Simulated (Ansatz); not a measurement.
Reaction (formal exchange of groups at the Si–Si bond): `F[SiH2][SiH2]S` + `NCNCO` → `OCN[SiH2]S` + `NC[SiH2]F`

Calculated with Ansatz (gas phase, PBE0-D4/def2-TZVP geometries, no zero-point term in ΔE). CBS: MP2 limit from def2 TZ/QZ plus the TZ coupled-cluster correction, frozen cores. Functionals use def2-TZVPP. Each species was taken in one conformer, which may not be the lowest.

CCSD(T)/CBS gives -25.2 kcal/mol.

Task: Another level gave -21.9 kcal/mol. Which?
A. PBE0-D4/def2-TZVPP
B. CCSD(T)/def2-TZVPP
C. PBE-D4/def2-TZVPP
D. HF/def2-TZVPP

Result: A. PBE0-D4 -21.9, CCSD(T)/def2-TZVPP -24.4, HF/def2-TZVPP -25.6, PBE-D4 -20.4 kcal/mol.

Largest T1 diagnostic among the species: 0.012.

From PBE to PBE0 (25 % exact exchange), in def2-TZVPP and without D4, ΔE moves by −1.5 kcal/mol.
